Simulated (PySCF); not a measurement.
Molecule: `C1=C(F)S[C+](OC)S1`, [C$_{4}$H$_{4}$FOS$_{2}$]+.

Cartesian coordinates in Å; atom numbers follow the order of the lines, from 1:
```xyz
12

C    -2.4391   -0.0220    0.0765
O    -1.3891    0.4380   -0.7701
C    -0.1548    0.2469   -0.4382
S     0.3412   -0.5495    1.0039
C     2.0261   -0.3967    0.6854
C     2.3610    0.2257   -0.4555
F     3.5906    0.4302   -0.8554
S     1.0723    0.8137   -1.4961
H    -2.4228    0.5081    1.0318
H    -3.3646    0.1965   -0.4535
H    -2.3521   -1.0970    0.2508
H     2.7327   -0.7946    1.3944
```

Total charge +1.

Frames of a GFN2-xTB Langevin trajectory at 200 K; GIAO PBE0/pcSseg-1 shieldings in PySCF 2.14.0 with density-fitted response routines, gas phase, non-relativistic; equivalent atoms averaged within each frame.

Chemical shifts δ = σref − σ; 13C (186.93 ppm), 1H (31.72 ppm) against TMS; H2O for 17O (336.08 ppm); CS2 for 33S (503.73 ppm); 19F (170.95 ppm) against CFCl3, all at this level. The references are static minima.

How do the shifts (ppm) fluctuate along the trajectory?

## Answers


| time (fs) | C3 | C6 | C5 | C1 | O2 | S8 | S4 | F7 | H12 | H9/H10/H11 |
| --- | --- | --- | --- | --- | --- | --- | --- | --- | --- | --- |
| 250 | 226.3 | 173.4 | 118.0 | 70.2 | 247.0 | 294 | 291 | -81.1 | 7.51 | 4.65 |
| 425 | 217.6 | 172.0 | 113.6 | 70.7 | 249.5 | 275 | 288 | -89.2 | 7.66 | 5.44 |
| 625 | 233.2 | 165.5 | 119.7 | 63.1 | 251.4 | 286 | 364 | -104.4 | 7.95 | 5.05 |
| 800 | 226.5 | 174.8 | 114.2 | 67.0 | 259.7 | 323 | 325 | -81.9 | 7.37 | 5.01 |
| 1000 | 223.9 | 172.4 | 118.8 | 68.2 | 254.7 | 312 | 325 | -82.3 | 8.32 | 5.25 |
| mean of frames | 225.5 | 171.6 | 116.9 | 67.8 | 252.4 | 298 | 318 | -87.8 | 7.76 | 5.08 |
| standard deviation | 5.6 | 3.6 | 2.8 | 3.1 | 4.9 | 19 | 31 | 9.8 | 0.38 | 0.30 |

5 frames give an uncertainty of the mean of about the standard deviation over 2.2 at best, since frames this close in time may not be independent; classical motion lacks zero-point vibration, and the reference would need the same averaging.
